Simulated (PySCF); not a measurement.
A structure optimised at PBE-D3(BJ)/def2-SVP, used in a PySCF frequency run:

```xyz
11

Al     0.0459     0.5613     0.0000
F      1.0200     1.9348     0.0000
C      0.8240    -1.2293     0.0000
C     -0.1763    -2.3959     0.0000
H      1.5050    -1.2884    -0.8791
H      1.5050    -1.2884     0.8791
H     -0.8394    -2.3711     0.8887
H     -0.8394    -2.3711    -0.8887
H      0.3368    -3.3810     0.0000
O     -1.6560     0.7633     0.0000
H     -2.0831     1.6343     0.0000
```

Q: Write its SMILES, formula and point group.

A: C[CH2][Al]([OH])[F], C2H6AlFO, Cs

Q: What are its rotational constants (standard atomic weights)?

A: 5.9100, 2.4416, 1.7658 GHz
